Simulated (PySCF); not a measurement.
## Silver: a sound run and one with changed settings

Sound run: Ag²⁺ [Kr] 4d9, Ag³⁺ [Kr] 4d8. Calculation: PySCF 2.14, in x2c-TZVPall (8s6p6d1f, 63 functions); the spin-free X2C one-electron Hamiltonian (Gaussian nucleus). In the sound run the correlated levels freeze [Kr]. The sound run starts from symmetry-adapted Hartree-Fock orbitals and uses a fine grid where one is needed.

A second run was set up differently.

```
species  method  sound run (hartree)  changed run (hartree)  converged
   Ag²⁺     UHF          -5311.85218            -5311.85213        yes
   Ag²⁺     LDA          -5308.76675            -5308.76674         no
   Ag²⁺    MN15          -5317.79604            -5317.79756        yes
   Ag²⁺     MP2          -5312.06719            -5312.06039        yes
   Ag³⁺     UHF          -5310.64093            -5310.64093        yes
   Ag³⁺     LDA          -5307.45861            -5307.45861        yes
   Ag³⁺    MN15          -5316.50212            -5316.50212        yes
   Ag³⁺     MP2          -5310.80389            -5310.79909        yes
```

Ionisation energy of Ag²⁺:

```json
{"method": "UHF", "sound run (eV)": "32.960", "changed run (eV)": "32.958"}
{"method": "MN15", "sound run (eV)": "35.209", "changed run (eV)": "35.251"}
{"method": "MP2", "sound run (eV)": "34.376", "changed run (eV)": "34.322"}
{"method": "SCS-MP2", "sound run (eV)": "34.271", "changed run (eV)": "34.221"}
```

(1) What was changed?
A. all electrons correlated in a valence basis
B. radial grid too coarse
C. too few SCF iterations
D. level shift left on

Answers

(1) D. It used initial guess 1e, at most 50 SCF cycles, level shift 0.1 hartree. Where the changed run lies lower, it found another determinant of the same configuration, with other orbitals of the open shell filled.
